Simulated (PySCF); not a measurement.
Computed XPS line lists of a few unrelated compounds.

Theory: delta-SCF UKS SCAN, pcX-2 on the ionised atom, pcseg-1 elsewhere, spin-free X2C in PySCF 2.14.0. Geometries: PBE0-D3(BJ)/def2-SVP; isolated species, one conformer each.

Line lists (1s up to Mg, 2p3/2 beyond, nothing for Br or Ge; areas count atoms within a level, one atom standing for each set equivalent by bonding):
1. C 1s: 290.14 (area 2), 291.04 (area 2), 292.39 (area 1) eV; N 1s: 404.07 eV; O 1s: 538.32 eV
2. C 1s: 291.39 (area 1), 292.04 (area 1), 293.43 (area 1) eV; F 1s: 692.70 eV
3. C 1s: 292.29 eV; N 1s: 404.84 eV; O 1s: 537.79 eV; Si 2p3/2: 107.27 eV

Structures:
A. `[GeH3][O]c1ccncc1`
B. `CO[SiH2]N`
C. `FCCCBr`

Task: Match each list to its structure.

Result: 
- 1 = A: no other candidate has this set of levels. C 1s: 290.14 aromatic CH carbon (×2), 291.04 aromatic CH next to a ring nitrogen (×2), 292.39 aromatic carbon bearing oxygen; N 1s: 404.07 pyridine-type nitrogen; O 1s: 538.32 oxygen bonded to C and Ge.
- 2 = C: no other candidate has this set of levels. C 1s: 291.39 chain CH2 carbon, 292.04 sp3 C–Br carbon, 293.43 sp3 C–F carbon; F 1s: 692.70 alkyl fluorine.
- 3 = B: no other candidate has this set of levels. C 1s: 292.29 methoxy carbon; N 1s: 404.84 silicon-bound nitrogen; O 1s: 537.79 silyl ether oxygen; Si 2p3/2: 107.27 oxygen-bound silicon.

The 2p values aren't plain energy differences: one relaxed spin-free 2p hole is combined with a matrix within the shell (ground-state 2p orbital-energy differences and spin–orbit coupling). 2p3/2, the mean of its two sublevels, lies a third of the splitting below the shell's mean and 2p1/2 two thirds above it; the statistical areas are 2:1. 1 of these hole states is spin-contaminated (⟨S²⟩ 0.88, against 0.75; counted from 0.85) and less certain.
